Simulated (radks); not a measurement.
The numbers below are computed, except where a source is named.
Excited configurations of the praseodymium ion Pr+: one electron is placed in a higher orbital outside [Xe] 4f3. The ground configuration is [Xe] 4f3 6s1. Code: a radial shooting solver on a logarithmic mesh with Libxc functionals. Model: scalar-relativistic Kohn-Sham, PBE, spin-unpolarised, spherical densities, finite nucleus; Fermi nuclear charge, rms radius 4.8919 fm. Excitation = E - E(ground); binding = E(ion) - E, where the ion is the core of charge +2; n* = 2/sqrt(2 binding) in atomic units, and the quantum defect is n - n*.

5d: excitation (eV) 0.925; binding (eV) 9.700; n* 2.369; quantum defect 2.631; eigenvalue (eV) -6.160; <r> (bohr) 3.059
5f: excitation (eV) 7.123; binding (eV) 3.502; n* 3.942; quantum defect 1.058; eigenvalue (eV) -2.484; <r> (bohr) 8.725
6p: excitation (eV) 2.893; binding (eV) 7.732; n* 2.653; quantum defect 3.347; eigenvalue (eV) -5.811; <r> (bohr) 5.101
6d: excitation (eV) 6.002; binding (eV) 4.622; n* 3.431; quantum defect 2.569; eigenvalue (eV) -3.473; <r> (bohr) 7.739
6f: excitation (eV) 8.260; binding (eV) 2.365; n* 4.797; quantum defect 1.203; eigenvalue (eV) -1.788; <r> (bohr) 14.86
7s: excitation (eV) 5.412; binding (eV) 5.212; n* 3.231; quantum defect 3.769; eigenvalue (eV) -4.130; <r> (bohr) 8.176
7p: excitation (eV) 6.417; binding (eV) 4.207; n* 3.597; quantum defect 3.403; eigenvalue (eV) -3.298; <r> (bohr) 9.702
7d: excitation (eV) 7.771; binding (eV) 2.854; n* 4.367; quantum defect 2.633; eigenvalue (eV) -2.228; <r> (bohr) 13.49
7f: excitation (eV) 8.936; binding (eV) 1.689; n* 5.677; quantum defect 1.323; eigenvalue (eV) -1.325; <r> (bohr) 22.33

The Delta-SCF ionisation energy is 10.625 eV (NIST Atomic Spectra Database: 10.63 eV, semi-empirical). Self-interaction in the functional shifts the binding energies and quantum defects, so they are the method's values and not measured ones. Spin polarisation and multiplet splitting are left out, so open shells lie too high by an amount that depends on their filling. Spin-orbit splitting is averaged out at the scalar-relativistic level.

Beside tabulated values, note that spin-unpolarised runs miss the spin-polarisation part of the exchange energy of open shells.
